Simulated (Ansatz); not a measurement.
Cost and result for the atomization energy of CH6BNO (`CNBO`) (10 atoms, 9 bonds).

Cartesian coordinates in Å:
```
C 0.117 0.750 1.275
N 0.412 0.313 -0.064
B -0.290 -0.648 -0.792
O 0.130 -0.948 -2.065
H -0.110 1.821 1.316
H -0.756 0.210 1.643
H 0.946 0.555 1.963
H 1.208 0.757 -0.496
H -1.242 -1.193 -0.299
H -0.414 -1.617 -2.481
```

The species carries charge 0 and has multiplicity 1. The geometry is a stationary point of PBE0-D4/def2-TZVP. It is one conformer, not always the lowest. Program: Ansatz. All runs use 2 threads of an AMD EPYC 9B45 on a shared host. Times are those of one run each, without the atoms' runs, and a repeat can differ threefold. Electronic energies, without spin–orbit coupling; frozen cores. CCSD(T)/CBS adds CCSD(T) − MP2 in def2-TZVPP to the MP2 limit, and its time is that of the two runs behind it. T1 = 0.012.

CCSD(T)/CBS is a level of theory with its own doubt, some kJ/mol a heavy atom from the limit and from the frozen cores, so smaller differences don't rank the functionals.

```tsv
level	functions	wall time
LDA (SPW92)/def2-TZVPP	208	0.55 s
revPBE-D4/def2-TZVPP	208	0.9 s
BHLYP-D4/def2-TZVPP	208	1 s
PBE-D4/def2-TZVPP (with forces)	208	1.1 s
CAM-B3LYP-D4/def2-TZVPP	208	1.2 s
CCSD(T)/def2-SVP	86	1.4 s
r2SCANh-D4/def2-TZVPP	208	1.6 s
PBE-QIDH/def2-TZVPP	208	1.9 s
B2PLYP/def2-TZVPP	208	1.9 s
ωB97M-V/def2-TZVPP (with forces)	208	3.6 s
MP2/def2-QZVPP	408	7.5 s
CCSD(T)/def2-TZVPP	208	25 s
CCSD(T)/CBS(def2)	–	32 s
```

**Question.** What atomization energy does each give, and how far from CCSD(T)/CBS? (Estimate.)

**Answer.** Computed: 
```csv
level,atomization (kJ/mol),difference from CCSD(T)/CBS,per bond
LDA (SPW92)/def2-TZVPP,4472.0,569.8,63.3
revPBE-D4/def2-TZVPP,3887.8,-14.4,-1.6
BHLYP-D4/def2-TZVPP,3807.5,-94.7,-10.5
PBE-D4/def2-TZVPP (with forces),3990.1,87.9,9.8
CAM-B3LYP-D4/def2-TZVPP,3946.7,44.5,4.9
CCSD(T)/def2-SVP,3713.7,-188.5,-20.9
r2SCANh-D4/def2-TZVPP,3888.0,-14.2,-1.6
PBE-QIDH/def2-TZVPP,3878.5,-23.7,-2.6
B2PLYP/def2-TZVPP,3883.9,-18.3,-2.0
ωB97M-V/def2-TZVPP (with forces),3927.8,25.6,2.8
MP2/def2-QZVPP,3925.4,23.2,2.6
CCSD(T)/def2-TZVPP,3803.0,-99.2,-11.0
CCSD(T)/CBS(def2),3902.2,0.0,0.0
```

From PBE to PBE0 (25 % exact exchange), in def2-TZVPP and without D4, the atomization energy moves by −73.2 kJ/mol: exact exchange takes away binding that semilocal exchange gives to molecules. At CCSD(T), def2-SVP lies −188.5 kJ/mol from the extrapolated value and def2-TZVPP −99.3 kJ/mol: correlation converges slowly with the basis, and small sets miss more of it in the bonded molecule than in its fragments. Leaving LDA and LC-ωPBE aside and taking each functional with its dispersion term where it has one, the values spread over 182.6 kJ/mol, from BHLYP-D4 to PBE-D4. LDA lies +494.6 kJ/mol from PBE without D4, its usual overbinding.
